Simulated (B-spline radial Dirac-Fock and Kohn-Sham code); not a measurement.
**Relativistic shifts of the levels of Yb²⁺**

System: ytterbium as Yb²⁺ in the configuration 1s2 2s2 2p6 3s2 3p6 3d10 4s2 4p6 4d10 4f14 5s2 5p6.

Both columns are ΔSCF binding energies of the configuration average from a radial atomic solver: non-relativistic Hartree-Fock with a point nucleus, and Dirac-Fock with a finite nucleus and the Coulomb interaction alone, averaged over the two j levels with weights 2j+1.

```csv
shell,Hartree-Fock (eV),Dirac-Fock (eV),shift (eV),shift (%)
1s,57205.0,61634.1,+4429.06,+7.74
2s,9381.1,10544.9,+1163.86,+12.41
2p,8947.4,9330.3,+382.92,+4.28
3s,2140.7,2425.4,+284.71,+13.30
3p,1942.5,2048.9,+106.41,+5.48
3d,1577.0,1564.0,-12.98,-0.82
4s,440.6,509.7,+69.05,+15.67
4p,359.1,383.8,+24.75,+6.89
4d,212.2,209.9,-2.38,-1.12
4f,26.10,20.86,-5.24,-20.07
5s,69.19,78.89,+9.70,+14.01
5p,45.18,47.37,+2.19,+4.84
```

Relativity binds 1s, 2s, 2p, 3s, 3p, 4s, 4p, 5s, 5p more strongly, among those listed most of all 4s in relative terms, and 3d, 4d, 4f more weakly, because the contracted s and p shells screen the nucleus better.

Values without a named source are computed, but for edge energies of neutral atoms, which are taken from tables.
